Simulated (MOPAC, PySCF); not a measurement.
H₆O₂Si₂, SMILES `O[SiH2]O[SiH3]` (H–O–Si–O torsion 72°, O–Si–O–Si torsion 68°), neutral singlet in the gas phase. 

Cartesian coordinates (Å):
```xyz
10

O      2.2051     0.2706     0.1115
Si     1.0416    -0.6935    -0.5224
O     -0.4037    -0.4771     0.2009
Si    -1.6449     0.5657     0.4304
H      2.5306     0.0719     0.9904
H      0.9563    -0.3056    -1.9473
H      1.3827    -2.1247    -0.3399
H     -1.8180     1.4351    -0.7630
H     -2.8812    -0.2222     0.6552
H     -1.3777     1.4147     1.6194
```
Charge 0, multiplicity 1.

All levels are single points at this geometry (PBE0-D4/def2-TZVP); Pople sets use spherical d functions. Orbital energies aren't observables, and empty levels follow the basis.

| level | HOMO (eV) | LUMO (eV) | gap (eV) | dipole (D) | vertical IE, Delta-SCF (eV) |
|---|---|---|---|---|---|
| PBE0-D4/def2-TZVP in PySCF | -8.74 | 0.12 | 8.86 | 1.09 | 10.77 |
| B3LYP/3-21G in PySCF | -7.99 | 0.80 | 8.80 | 1.15 | – |
| B3LYP/LANL2DZ in PySCF | -8.32 | 0.37 | 8.69 | 1.01 | – |
| M06-2X/6-31G* in PySCF | -9.92 | 1.41 | 11.33 | 1.12 | – |
| PBE/6-31G* in PySCF | -7.07 | -0.29 | 6.78 | 1.14 | – |
| SVWN5/6-31G* in PySCF | -7.09 | -0.52 | 6.57 | 1.17 | – |
| HF/6-31G* in PySCF | -12.20 | 3.80 | 16.01 | 1.13 | – |
| PM3 in MOPAC | -9.21 | 1.12 | 10.34 | 0.68 | – |
| PM6 in MOPAC | -10.88 | -0.06 | 10.83 | 1.28 | – |
